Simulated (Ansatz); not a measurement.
One change: `[TeH][SiH]1BC1` becomes `O[SiH]1BC1`.

Ansatz, PBE0-D4/def2-TZVP geometries, multiplicity 1. Each molecule was computed in one conformer, which needn't be the lowest.

Elements past krypton have def2 core potentials.  Spin–orbit coupling is left out; it splits and shifts lone-pair levels of the heavy atoms by tenths of an eV.

```json
{"property": "zero-point energy (PBE0-D4/def2-TZVP) / kJ/mol", "`[TeH][SiH]1BC1`": "140.0"}
{"property": "size of the dipole moment (PBE/def2-TZVPP) / D", "`[TeH][SiH]1BC1`": "1.04"}
{"property": "HOMO energy (ωB97M-V/def2-TZVPP) / eV", "`[TeH][SiH]1BC1`": "-8.64"}
{"property": "LUMO energy (PBE/def2-TZVPP) / eV", "`[TeH][SiH]1BC1`": "-2.72"}
{"property": "HOMO energy (PBE/def2-TZVPP) / eV", "`[TeH][SiH]1BC1`": "-5.62"}
{"property": "HOMO–LUMO gap (PBE/def2-TZVPP) / eV", "`[TeH][SiH]1BC1`": "2.90"}
```

**Question.** Give the same properties after the change, and the shifts. (Best estimate.)

**Answer.** Ansatz gave: 
| property | `O[SiH]1BC1` | shift |
| --- | --- | --- |
| zero-point energy (PBE0-D4/def2-TZVP) / kJ/mol | 158.8 | 18.8 |
| size of the dipole moment (PBE/def2-TZVPP) / D | 2.47 | 1.43 |
| HOMO energy (ωB97M-V/def2-TZVPP) / eV | -8.92 | -0.28 |
| LUMO energy (PBE/def2-TZVPP) / eV | -2.19 | 0.53 |
| HOMO energy (PBE/def2-TZVPP) / eV | -5.78 | -0.16 |
| HOMO–LUMO gap (PBE/def2-TZVPP) / eV | 3.59 | 0.69 |

With PBE0 the HOMO falls by 0.23 eV and the LUMO rises by 0.56 eV, so the gap widens by about 0.79 eV. PBE moves the HOMO by -0.16 eV and ωB97M-V by -0.28 eV. Dipoles are sizes alone; their direction can turn.

Positive LUMOs are unbound, so they and the gaps depend on the basis.
